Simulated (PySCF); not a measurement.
## Ga⁺ (gallium, charge +1) across methods

[Ar] 3d10 4s1 4d1, high-spin 3D determinant (an excited configuration). All numbers are calculated (PySCF 2.14, scalar relativity through the core potential, in aug-cc-pwCVTZ-PP with ECP10MDF).

```
 method  E (hartree)  mean ε 3d β (eV)  mean ε 4s α (eV)  mean ε 4d α (eV)  Σ⟨r²⟩ (bohr²)   ⟨S²⟩
  B97-3    -258.7656           -36.713           -21.393            -5.474          45.54  2.000
   PBE0    -258.7053           -36.370           -21.539            -5.457          44.80  2.000
    PBE    -258.7530           -32.907           -20.552            -5.114          44.01  2.000
 r2SCAN    -258.6177           -33.258           -20.805            -5.041          44.16  2.001
    LDA    -258.3050           -33.206           -20.993            -5.003          44.18  2.001
  M06-L    -258.7811           -33.269           -20.438            -5.074          45.80  2.001
r2SCANh    -258.6119           -34.612           -21.192            -5.174          44.46  2.001
  wB97X    -258.7521           -38.816           -23.746            -6.409          45.83  2.000
    UHF   -257.63563           -45.772           -23.976            -6.153          48.32  2.000
```

Energies and moments cover only the electrons outside the core potential. The outer electron is Rydberg-like, and this basis confines it to a smaller radius and binds it less than a complete one would.
